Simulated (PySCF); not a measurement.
A structure optimised at PBE0-D3(BJ)/def2-SVP, used in a PySCF frequency run:

```xyz
8

Be    -0.1979     0.3200     0.4005
S     -1.8204     1.2420     0.7847
H     -2.3665     0.1623     1.3923
S      1.4266    -0.5779     0.0131
C      1.0669    -1.2891    -1.6386
H      0.2769    -2.0494    -1.5834
H      1.9923    -1.7704    -1.9817
H      0.7883    -0.5126    -2.3627
```

Task: Write its SMILES and formula.

Result: C[S][Be][SH], CH4BeS2

Task: What are its rotational constants (standard atomic weights)?

Result: 13.737, 1.5882, 1.4515 GHz
